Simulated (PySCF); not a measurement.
PySCF input (TPSS/def2-TZVPD):

```python
from pyscf import gto, scf, dft

mol = gto.M(
    atom='''
    B     0.34970942    0.41433946   -0.19134774
    F     1.12615698   -0.61534359    0.06612940
    C    -1.19182156    0.39311001    0.03213805
    H    -1.61394171    1.38454165    0.18881453
    H    -1.47133606   -0.26607732    0.86064383
    H    -1.64775268   -0.01072948   -0.88071261
    ''',
    basis='def2-tzvpd',
    charge=0,
    spin=1,
    verbose=4,
)

mf = dft.UKS(mol, xc='tpss').density_fit(auxbasis='def2-universal-jkfit')
mf.grids.level = 3
mf.conv_tol = 1e-9
mf.max_cycle = 100
mf.max_memory = 1500
mf.kernel()
if not mf.converged:
    mf = mf.newton()
    mf.kernel(mf.make_rdm1())
for _ in range(2):
    mo, _, stable, _ = mf.stability(return_status=True)
    if stable:
        break
    mf.kernel(mf.make_rdm1(mo, mf.mo_occ))
mf.analyze()
```

End of the output:

```
Extra cycle  E= -164.678518426921  delta_E= 1.59e-11  |g|= 1.05e-05  |ddm|= 1.18e-05
converged SCF energy = -164.678518426921  <S^2> = 0.75203704  2S+1 = 2.002036
uhf_internal: lowest eigs of H = [0.81015958 0.81967187 0.82456634]
<class 'pyscf.df.df_jk.DFUKS'> wavefunction is stable in the internal stability analysis
**** SCF Summaries ****
Total Energy =                        -164.678518426921329
Nuclear Repulsion Energy =              57.555022457156930
One-electron Energy =                 -339.135546388066132
Two-electron Energy =                  116.902005503987880
Two-electron Coulomb Energy =          137.998341508656978
DFT Exchange-Correlation Energy =      -21.096336004669105
HOMO-LUMO gap [eV] =                     2.382001654657112
**** MO energy ****
                             alpha | beta                alpha | beta
MO #1   energy= -24.4375776708741  | -24.4351578270207  occ= 1 | 1
MO #2   energy= -9.98433167617497  | -9.98229191423994  occ= 1 | 1
MO #3   energy= -6.66046672554374  | -6.65011844549491  occ= 1 | 1
MO #4   energy= -1.15643649509593  | -1.15226359670196  occ= 1 | 1
MO #5   energy= -0.670724179212435 | -0.666137090245964 occ= 1 | 1
MO #6   energy= -0.507728727370587 | -0.501476290772423 occ= 1 | 1
MO #7   energy= -0.428309997608366 | -0.422306821515928 occ= 1 | 1
MO #8   energy= -0.424951256619901 | -0.416162690970721 occ= 1 | 1
MO #9   energy= -0.385232151569292 | -0.37845119386508  occ= 1 | 1
MO #10  energy= -0.376756805194573 | -0.375400752931122 occ= 1 | 1
MO #11  energy= -0.354907223403166 | -0.34277710534715  occ= 1 | 1
MO #12  energy= -0.170751848189589 | -0.0832149012326653 occ= 1 | 0
MO #13  energy= -0.0627547931492209 | -0.0337239534744249 occ= 0 | 0
MO #14  energy= -0.00369719760170639 | 0.00718767056099878 occ= 0 | 0
MO #15  energy= 0.0254167132564718 | 0.0355746544282689 occ= 0 | 0
MO #16  energy= 0.0458077995975771 | 0.0565926887674109 occ= 0 | 0
MO #17  energy= 0.0540904834970337 | 0.0600274490340442 occ= 0 | 0
MO #18  energy= 0.072087505328443  | 0.0805353203411314 occ= 0 | 0
MO #19  energy= 0.0835740268038634 | 0.0922902552439505 occ= 0 | 0
MO #20  energy= 0.0881679725859905 | 0.0950377751253728 occ= 0 | 0
MO #21  energy= 0.0967298354961118 | 0.104063371825318  occ= 0 | 0
MO #22  energy= 0.109783292025275  | 0.11896731267829   occ= 0 | 0
MO #23  energy= 0.13222327891591   | 0.141771476598435  occ= 0 | 0
MO #24  energy= 0.138283413320144  | 0.144190191966296  occ= 0 | 0
MO #25  energy= 0.153334378439895  | 0.165706298361907  occ= 0 | 0
MO #26  energy= 0.168334008314279  | 0.183581851955599  occ= 0 | 0
MO #27  energy= 0.178749454798905  | 0.19474063320187   occ= 0 | 0
MO #28  energy= 0.186366146234698  | 0.196817121681817  occ= 0 | 0
MO #29  energy= 0.21346312746942   | 0.223417665459187  occ= 0 | 0
MO #30  energy= 0.218946956076979  | 0.230297912989105  occ= 0 | 0
MO #31  energy= 0.221551597468228  | 0.232334286936877  occ= 0 | 0
MO #32  energy= 0.245110795320431  | 0.253889433298869  occ= 0 | 0
MO #33  energy= 0.24887773966498   | 0.257902333069491  occ= 0 | 0
MO #34  energy= 0.266546208902418  | 0.272942410953414  occ= 0 | 0
MO #35  energy= 0.272541505365096  | 0.279603799143918  occ= 0 | 0
MO #36  energy= 0.281613917638329  | 0.287208448250192  occ= 0 | 0
MO #37  energy= 0.301094036074052  | 0.307796048657897  occ= 0 | 0
MO #38  energy= 0.307609102282908  | 0.325104917864016  occ= 0 | 0
MO #39  energy= 0.324709940629399  | 0.331301173035157  occ= 0 | 0
MO #40  energy= 0.33564514445599   | 0.339869665944847  occ= 0 | 0
MO #41  energy= 0.342051627954384  | 0.348709487974424  occ= 0 | 0
MO #42  energy= 0.34739765924322   | 0.354457151279229  occ= 0 | 0
MO #43  energy= 0.356550351102382  | 0.364490493461371  occ= 0 | 0
MO #44  energy= 0.384864840865433  | 0.38774079339604   occ= 0 | 0
MO #45  energy= 0.407045923219262  | 0.419927448234541  occ= 0 | 0
MO #46  energy= 0.427041922735982  | 0.435742984078048  occ= 0 | 0
MO #47  energy= 0.432842500629046  | 0.442940237617129  occ= 0 | 0
MO #48  energy= 0.466967285701479  | 0.476451640489058  occ= 0 | 0
MO #49  energy= 0.47960843234023   | 0.486455138332454  occ= 0 | 0
MO #50  energy= 0.510719694356251  | 0.520385789412693  occ= 0 | 0
MO #51  energy= 0.55673197961467   | 0.564935614104829  occ= 0 | 0
MO #52  energy= 0.57143116417031   | 0.584735679987128  occ= 0 | 0
MO #53  energy= 0.583981486416221  | 0.58928023278114   occ= 0 | 0
MO #54  energy= 0.617014081417369  | 0.627409338822832  occ= 0 | 0
MO #55  energy= 0.624147973919491  | 0.632896855885772  occ= 0 | 0
MO #56  energy= 0.630881911876686  | 0.64205932688395   occ= 0 | 0
MO #57  energy= 0.646716564921846  | 0.652590392406071  occ= 0 | 0
MO #58  energy= 0.657623152445222  | 0.663617454373645  occ= 0 | 0
MO #59  energy= 0.677100467904623  | 0.680883428914042  occ= 0 | 0
MO #60  energy= 0.690709042603133  | 0.700143564023809  occ= 0 | 0
MO #61  energy= 0.705578423259421  | 0.71091417542483   occ= 0 | 0
MO #62  energy= 0.724902695638819  | 0.731120767212772  occ= 0 | 0
MO #63  energy= 0.8231725876465    | 0.834796047451583  occ= 0 | 0
MO #64  energy= 0.869449703649966  | 0.886474181437002  occ= 0 | 0
MO #65  energy= 0.906309449124734  | 0.927920745653604  occ= 0 | 0
MO #66  energy= 0.935000791930082  | 0.944152875299071  occ= 0 | 0
MO #67  energy= 0.958964564995115  | 0.968345860590385  occ= 0 | 0
MO #68  energy= 1.00155573692081   | 1.00815681471475   occ= 0 | 0
MO #69  energy= 1.02504353358368   | 1.03882987781487   occ= 0 | 0
MO #70  energy= 1.05880296489967   | 1.06716822001493   occ= 0 | 0
MO #71  energy= 1.0752138996744    | 1.08165503585473   occ= 0 | 0
MO #72  energy= 1.1237940148271    | 1.13740598728626   occ= 0 | 0
MO #73  energy= 1.15474963123993   | 1.16548881148363   occ= 0 | 0
MO #74  energy= 1.1972855094494    | 1.20899230477658   occ= 0 | 0
MO #75  energy= 1.24436847278961   | 1.26184251205216   occ= 0 | 0
MO #76  energy= 1.33194824385299   | 1.34264815971946   occ= 0 | 0
MO #77  energy= 1.49813013602081   | 1.50174049483349   occ= 0 | 0
MO #78  energy= 1.59209305272496   | 1.59532563212567   occ= 0 | 0
MO #79  energy= 1.64403408097047   | 1.65389508093606   occ= 0 | 0
MO #80  energy= 1.69051666917989   | 1.70011780103263   occ= 0 | 0
MO #81  energy= 1.72938919918465   | 1.73613439476252   occ= 0 | 0
MO #82  energy= 1.73917829601494   | 1.74723694495946   occ= 0 | 0
MO #83  energy= 1.78134038658036   | 1.79978867899233   occ= 0 | 0
MO #84  energy= 1.80029554657028   | 1.81293088841382   occ= 0 | 0
MO #85  energy= 1.80357362881266   | 1.81389743407156   occ= 0 | 0
MO #86  energy= 1.87165731978113   | 1.88517059942655   occ= 0 | 0
MO #87  energy= 1.91279560608597   | 1.92667815191524   occ= 0 | 0
MO #88  energy= 1.93562091849479   | 1.97168892872744   occ= 0 | 0
MO #89  energy= 1.97366953232487   | 1.98807590642395   occ= 0 | 0
MO #90  energy= 2.00220038562415   | 2.03706398568229   occ= 0 | 0
MO #91  energy= 2.04606993000475   | 2.06352025549313   occ= 0 | 0
MO #92  energy= 2.06759191149044   | 2.0837273340201    occ= 0 | 0
MO #93  energy= 2.14369621584773   | 2.16176305823052   occ= 0 | 0
MO #94  energy= 2.1581160799849    | 2.17071833238156   occ= 0 | 0
MO #95  energy= 2.27387737793752   | 2.29082102894248   occ= 0 | 0
MO #96  energy= 2.32329740870334   | 2.33434699780142   occ= 0 | 0
MO #97  energy= 2.36637741045135   | 2.37602851269205   occ= 0 | 0
MO #98  energy= 2.44551292195006   | 2.45606993878432   occ= 0 | 0
MO #99  energy= 2.47153060891621   | 2.47732324020555   occ= 0 | 0
MO #100 energy= 2.50248619162748   | 2.50748111360231   occ= 0 | 0
MO #101 energy= 2.56922639568295   | 2.57927921069841   occ= 0 | 0
MO #102 energy= 2.65040364942559   | 2.65891911780962   occ= 0 | 0
MO #103 energy= 2.66340046027655   | 2.66913018514411   occ= 0 | 0
MO #104 energy= 2.71793979051487   | 2.7266816683471    occ= 0 | 0
[...]
```

It need not be the lowest isomer of its formula.
